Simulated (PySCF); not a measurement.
**Germanium: a sound run and one with changed settings**

Sound run: Ge [Ar] 3d10 4s2 4p2, Ge⁺ [Ar] 3d10 4s2 4p1. Calculation: PySCF 2.14, in aug-cc-pVDZ-DK; scalar relativity by spin-free X2C-1e. The sound run starts from symmetry-adapted Hartree-Fock orbitals and uses a fine grid where one is needed.

Changed run: radial step 1.2 in ln r (0.13 in the sound run). This setting is unsound on purpose.

| species | method | sound run (hartree) | changed run (hartree) | converged |
| --- | --- | --- | --- | --- |
| Ge | UHF | -2096.95964 | -2096.95964 | yes |
| Ge | M06-2X | -2098.70736 | -2098.44408 | yes |
| Ge | PBE | -2098.34031 | -2097.88555 | yes |
| Ge⁺ | UHF | -2096.68721 | -2096.68721 | yes |
| Ge⁺ | M06-2X | -2098.42247 | -2098.19415 | yes |
| Ge⁺ | PBE | -2098.04987 | -2097.64018 | yes |

Ionisation energy of Ge:

```json
{"method": "UHF", "sound run (eV)": "7.413", "changed run (eV)": "7.413"}
{"method": "M06-2X", "sound run (eV)": "7.752", "changed run (eV)": "6.801"}
{"method": "PBE", "sound run (eV)": "7.903", "changed run (eV)": "6.677"}
```

A coarse radial grid mis-integrates the density and the exchange-correlation energy, with errors of either sign; Hartree-Fock needs no grid.

For comparison, NIST gives 7.899 eV between the lowest levels.
